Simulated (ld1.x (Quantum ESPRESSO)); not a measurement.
**Scattering properties, TM potential for zirconium**

| Quantity | Value |
| --- | --- |
| Element | zirconium (Zr) |
| Generator | ld1.x (Quantum ESPRESSO) 7.5 |
| Type | norm-conserving Troullier–Martins (Kleinman–Bylander form) |
| Functional | PBE |
| Relativity | scalar-relativistic |
| Frozen core | [Ar] 3d10 4s2 |
| Valence charge | 10 |
| Reference configuration | 4p6 4d2 5s1 5p0 (charge +1) |
| Partial waves | 5s (bound): rc 2.90 bohr; 4p (bound): rc 1.20 bohr; 4d (bound): rc 2.00 bohr |
| Local potential | all-electron potential smoothed inside 1.85 bohr (lloc = -1) |
| Core correction | Bessel-smoothed model core inside 1.20 bohr |

The phase is arctan(r·u′/u) with u = r·R(r), unwrapped; energies in Ry, scanned from -5 to 5 Ry. A pole is an energy at which the radial function vanishes at the test radius. The pseudo phase is shifted by a multiple of π to meet the all-electron one at the reference energy, and phase errors are pseudo minus all-electron; the curves can meet again beyond the range given. Levels narrower than the energy grid can be missing from the lists of poles. n/a: not evaluated, since a narrow level or a reset projector energy made the automatic matching unsafe.

```tsv
channel	radius (bohr)	reference energy (Ry)	poles, all-electron	poles, pseudo	unbroken range about the reference energy with phases within 0.05 rad	phase error 1 Ry above the reference energy (rad)
s	3.13	-0.73	-4.48, 0.93	0.72, 3.78	n/a	n/a
p	3.13	-2.88	-2.83, 1.87	-2.83, 1.95	below 3.9	+0.000
d	3.13	-0.73	-0.41, 3.68	-0.41, 3.68	the whole range	+0.000
```

Note: ghost state, extra bound levels that the all-electron valence spectrum of the same l lacks: s at -67.2 eV. A true bound ghost makes a file unfit for plane-wave use.

Phases in the d channel:

```csv
E (Ry),all-electron,pseudo
-5.00,1.419,1.419
-4.48,1.409,1.409
-3.96,1.397,1.397
-3.44,1.381,1.381
-2.92,1.360,1.360
-2.40,1.329,1.329
-1.88,1.275,1.275
-1.36,1.141,1.140
-0.84,-0.319,-0.320
-0.32,-1.625,-1.625
0.20,-1.815,-1.815
0.72,-2.048,-2.048
1.24,-2.863,-2.862
1.76,-4.162,-4.161
2.28,-4.489,-4.489
2.80,-4.610,-4.610
3.32,-4.678,-4.677
3.84,-4.727,-4.726
4.36,-4.771,-4.770
4.88,-4.819,-4.818
```
